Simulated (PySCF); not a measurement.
# Working out the ionisation energy of Br²⁺

Br²⁺ [Ar] 3d10 4s2 4p3 (4S) → Br³⁺ [Ar] 3d10 4s2 4p2 (3P). Calculation: PySCF 2.14, in x2c-TZVPPall (6s5p4d1f, 48 functions); scalar relativity by spin-free X2C-1e. Frozen: [Ne]. Energies in hartree (1 hartree = 27.21139 eV):

| part | Br²⁺ (lower) | Br³⁺ (upper) |
| --- | --- | --- |
| UHF | -2603.276631 | -2602.003215 |
| MP2 opposite-spin | -0.173527 | -0.164315 |
| MP2 same-spin | -0.086848 | -0.074056 |

Q: What does Hartree-Fock give?

A: (-2602.003215) − (-2603.276631) = 1.273416 hartree = 34.651 eV.

Q: What do MP2 and SCS-MP2 (6/5 opposite-spin, 1/3 same-spin) give?

A: The opposite-spin parts differ by 0.251 eV and the same-spin parts by 0.348 eV. MP2: 34.651 + (0.251) + (0.348) = 35.250 eV. SCS-MP2: 34.651 + 1.2 × (0.251) + (0.348)/3 = 35.068 eV.

A first-order spin-orbit estimate adds -0.424 eV to MP2 (valence and next inner shell), giving 34.826 eV against 34.871 ± 0.019 eV (measured; NIST Atomic Spectra Database, ionization energies).

What remains against the reference includes basis incompleteness, the frozen core and correlation beyond second order.
